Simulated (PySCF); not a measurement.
# Worked example: entropy of an ideal gas

H6NSi2, SMILES [SiH2]N[SiH3] (connectivity only; charge and spin as stated), charge +1, multiplicity 1.

Geometry: PBE0-D3(BJ)/def2-SVP. The multiplicity is an assumed one; other spin states were not compared. The isomer is the one that the SMILES or the coordinates give; other isomers of the formula were not compared.

PBE0-D3(BJ)/def2-SVP (PySCF) gives the harmonic wavenumbers 129, 200, 278, 554, 616, 652, 671, 759, 784, 910, 921, 928, 933, 1049, 1225, 2281, 2308, 2314, 2319, 2376, 3541 cm⁻¹ and the rotational temperatures 1.3564, 0.1473, 0.1376 K. The molar mass is 76.22 g/mol, the symmetry number 1, the spin multiplicity 1.

Q: Work out the entropy at 298.15 K and 1 atm in the rigid-rotor, harmonic-oscillator model.

A: 
Translation (Sackur–Tetrode at 1 atm): S = R[1.5 ln M + 2.5 ln T − 1.16487] = 162.8 J/(mol K).
Rotation: q = (√π/σ) T^1.5/√(θA θB θC) = 55000, S = R[ln q + 3/2] = 103.2 J/(mol K).
Vibration: with u = 1.4388 ν/T, each mode gives R[u/(e^u − 1) − ln(1 − e^−u)]:
| ν (cm⁻¹) | modes | u | S (J/(mol K)) |
|---|---|---|---|
| 129 | 1 | 0.62 | 12.39 |
| 200 | 1 | 0.97 | 8.92 |
| 278 | 1 | 1.34 | 6.47 |
| 554 | 1 | 2.67 | 2.24 |
| 616 | 1 | 2.97 | 1.77 |
| 652 | 1 | 3.15 | 1.54 |
| 671 | 1 | 3.24 | 1.43 |
| 759 | 1 | 3.66 | 1.02 |
| 784 | 1 | 3.78 | 0.92 |
| 910 | 1 | 4.39 | 0.56 |
| 921 | 1 | 4.44 | 0.54 |
| 928 | 1 | 4.48 | 0.52 |
| 933 | 1 | 4.50 | 0.51 |
| 1049 | 1 | 5.06 | 0.32 |
| 1225 | 1 | 5.91 | 0.16 |
The stiffer modes add less than 0.005 each. Sum 39.3 J/(mol K).
Spin: R ln 1 = 0.0 J/(mol K).
Total 305.3 J/(mol K); the program's own thermochemistry gives 305.3. Translation makes up 53 % and vibration 13 %. Anharmonicity, hindered rotation and orbital degeneracy are left out.
